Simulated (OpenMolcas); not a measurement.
Tc5+ with 4 ligands (fluoride) in tetrahedral coordination (Td). Ligand basis ANO-RCC-VDZP.

| Property | Result |
| --- | --- |
| Program | OpenMolcas 26.06 |
| Method | CASSCF |
| Basis | ANO-RCC-VDZP [6s5p3d1f] |
| Scalar Hamiltonian | DKH2, point nucleus |
| Active space | 2 electrons in 5 orbitals (4d) |
| State averaging | 2S+1 = 3 even, 10 roots; 2S+1 = 1 even, 15 roots |
| Spin-orbit coupling | state interaction with AMFI integrals over the reference wave functions |

All ligands move together. At R = 1.74 Å the first state of the same spin is 19768 cm-1, and at R = 1.86 Å it is 16480 cm-1.

**Question.** A third run gives 18509 cm-1. What distance was it run at?

**Answer.** With a power law R^-n the two known points give n = -ln(16480 / 19768) / ln(1.86 / 1.74) = 2.73. Then R = 1.74 × (19768 / 18509)^(1/2.73) = 1.782 Å. The run was at 1.78 Å, so the estimate is off by +0.002 Å.

Without dynamic correlation the repulsion within the d shell is too large (B by tens of per cent), so at a given field states of lower spin stand too high. With metal d orbitals alone the field can be off either way by tens of per cent. Ligand-to-metal charge-transfer states are missing. With no ligand orbital active B as a rule stays too high, so bands that hang on it stand too high and its fall with covalency is understated. The least metal-like active orbital is 67 % on the metal (Löwdin) and no ligand orbital is active, so the numbers are rough (holds for R = 1.74). The least metal-like active orbital is 68 % on the metal (Löwdin) and no ligand orbital is active, so the numbers are rough (holds for R = 1.78). The least metal-like active orbital is 69 % on the metal (Löwdin) and no ligand orbital is active, so the numbers are rough (holds for R = 1.86). No measured value stands beside these numbers; the geometry is a model, was not optimised and need not be the one that this ion takes.
